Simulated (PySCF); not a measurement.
## Mn²⁺: excitation energy

Mn²⁺ [Ar] 3d5 (6S) → Mn²⁺ [Ar] 3d4 4p1 (high-spin determinant), as a difference of total energies. All numbers are calculated (PySCF 2.14, the spin-free X2C one-electron Hamiltonian (Gaussian nucleus), in x2c-TZVPPall with one added diffuse shell each of s, p, d, f type (7s6p5d3f1g, 80 functions)). Correlated levels: valence: [Ar] frozen. The calculations carry no spin-orbit coupling.

```csv
method,excitation energy (eV)
UHF,12.990
MP2 (valence),13.576
SCS-MP2 (valence),13.185
CCSD (valence),13.558
CCSD(T) (valence),13.565
```

Question: How much does correlation contribute at CCSD(T) (valence)?

Answer: 13.565 − (12.990) = 0.575 eV, measured against UHF.

The determinant of the upper state mixes LS terms, which raises its energy above the lowest term, most at the Hartree-Fock and MP2 levels.
